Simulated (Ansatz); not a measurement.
C₂H₇OSi, doublet, at a GFN2-xTB geometry; REVPBE/6-31G** (Ansatz, a quantum-chemistry and plane-wave program).

Here is a job for Ansatz.
Ansatz 0.2 input:
```yaml
crystal:
  periodic: [false, false, false]
  atoms:
    - {symbol: C, position_ang: [-1.25117299, -1.14189568, -0.08340094]}
    - {symbol: Si, position_ang: [-0.05201846, 0.40660041, -0.28931395]}
    - {symbol: C, position_ang: [1.52901773, -0.73370817, -0.00961272]}
    - {symbol: O, position_ang: [-0.23588869, 1.46340425, 0.79243281]}
    - {symbol: H, position_ang: [-1.03290529, -1.90381264, -0.81733669]}
    - {symbol: H, position_ang: [-1.16645880, -1.53241009, 0.91999748]}
    - {symbol: H, position_ang: [-2.23728515, -0.72883310, -0.24052025]}
    - {symbol: H, position_ang: [-0.06203034, 0.73298104, -1.71758477]}
    - {symbol: H, position_ang: [1.50806457, -1.13973666, 0.99098121]}
    - {symbol: H, position_ang: [2.36169124, -0.05361154, -0.11846018]}
    - {symbol: H, position_ang: [1.57722329, -1.52059366, -0.74806204]}
basis:
  gaussian:
    orbitals: 6-31G__.json
hamiltonian:
  xc: revpbe
magnetization: {spin_polarized: true, initial_magnetization: 1}
accuracy: high
```
The basis file holds 6-31G** in the JSON format of the Basis Set Exchange.

It wrote (shortened):

```
Functional definition: revPBE
2326 factors; integrals over basis functions are off by at most 1.1e-8 eV
mean field evaluation 1: about -12096.1582 eV, gradient 5.4e1 eV
mean field evaluation 2: about -12025.0533 eV, gradient 1.2e2 eV
mean field evaluation 4: about -12105.3142 eV, gradient 2.3e1 eV
mean field evaluation 8: about -12108.3758 eV, gradient 4.1e-1 eV
mean field evaluation 16: about -12108.3672 eV, gradient 3.7e-4 eV
mean field evaluation 32: about -12107.8075 eV, gradient 4.2e-1 eV
mean field -12108.36724731 eV, -444.9742889924 hartree, gradient 2.3e-8 eV, S^2 0.754726; 4 other end points of the search recorded, 0 dependent functions left out
reference -12108.36725118 eV, -444.9742891348 hartree; 21, 20 occupied and 78, 79 virtual orbitals, 2326 factors
Total energy: -12108.36725118 eV, -444.9742891348 hartree
```
